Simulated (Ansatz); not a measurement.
Process, species as SMILES: [N+](#[C-])[CH2] → [C-]#[N+][CH2-] (an electron is taken up)

Quantity: adiabatic electron affinity (0 K, with zero-point energies), in eV. Positive where the reaction releases energy. Terms: 6-311+G** with 5d; non-relativistic; UHF or UKS for open shells; no spin-orbit coupling; frozen cores in correlated levels; LANL2DZ all-electron up to Ne; dispersion terms only where a functional's name holds one; six Cartesian d functions in 6-31G* and its kin unless marked 5d. Basis-set limits of correlation are two-point, X^-3; Hartree-Fock from the larger set. [CCSD(T)-MP2]/basis is that difference in the basis named. First-principles rows: single points at B3LYP-D3(BJ) geometries (Ansatz, a first-principles code), with unscaled harmonic terms from B3LYP/6-31G* at its own minima. Sets without +, aug- or the D of def2-TZVPD hold no diffuse functions, which anions need.

Coupled cluster (Ansatz) is a level with limits of its own, used here on species with T1 under 0.025 (0.045 for open shells) and stable references: RI-MP2/CBS(aug-cc-pVTZ,aug-cc-pVQZ)+[CCSD(T)-MP2]/aug-cc-pVTZ.

Value to compare with, RI-MP2/CBS(aug-cc-pVTZ,aug-cc-pVQZ)+[CCSD(T)-MP2]/aug-cc-pVTZ (Ansatz): 1.17 eV.

| level | program | adiabatic electron affinity (0 K, with zero-point energies) (eV) | difference |
|---|---|---|---|
| B3LYP/STO-3G | Ansatz | -2.80 | -3.97 |
| B3LYP/3-21G | Ansatz | 0.06 | -1.11 |
| B3LYP/LANL2DZ | Ansatz | 0.64 | -0.53 |
| B3LYP/6-31G | Ansatz | 0.19 | -0.98 |
| B3LYP/6-31G* | Ansatz | 0.29 | -0.88 |
| B3LYP/6-31+G* | Ansatz | 1.06 | -0.11 |
| B3LYP/6-31G** | Ansatz | 0.30 | -0.87 |
| B3LYP/def2-SVP | Ansatz | 0.63 | -0.54 |
| B3LYP/cc-pVDZ | Ansatz | 0.57 | -0.60 |
| B3LYP/6-311+G** | Ansatz | 1.12 | -0.05 |
| B3LYP/def2-TZVPD | Ansatz | 1.07 | -0.10 |

Among the 10 habitual levels, B3LYP/STO-3G lies farthest from RI-MP2/CBS(aug-cc-pVTZ,aug-cc-pVQZ)+[CCSD(T)-MP2]/aug-cc-pVTZ (Ansatz) (-3.97 eV) and B3LYP/6-311+G** nearest (-0.05); 0 of 10 lie above it, and their mean absolute difference is 0.96 eV, the median 0.73. One case shows no general order.

The sets are all those run for this method; runs whose electronic state is in doubt are left out.
